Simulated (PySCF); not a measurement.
## Arsenic: a sound run and one with changed settings

Sound run: As⁺ [Ar] 3d10 4s2 4p2, As²⁺ [Ar] 3d10 4s2 4p1. Computed with PySCF 2.14 in x2c-SVPall (5s4p3d, 32 functions), with scalar relativity by spin-free X2C-1e. In the sound run the correlated levels freeze [Ar] 3d10. The sound run starts from symmetry-adapted Hartree-Fock orbitals and uses a fine grid where one is needed.

Changed run: initial guess sap, at most 50 SCF cycles.

| species | method | sound run (hartree) | changed run (hartree) | converged |
| --- | --- | --- | --- | --- |
| As⁺ | UHF | -2258.27608 | -2258.27608 | yes |
| As⁺ | MN15 | -2261.31526 | -2261.31526 | yes |
| As⁺ | CCSD(T) | -2258.33699 | -2258.33699 | yes |
| As²⁺ | BP86 | -2259.57359 | -2259.57359 | yes |
| As²⁺ | MP2 | -2257.64876 | -2257.64876 | yes |

Here the plain start reaches the same solutions.
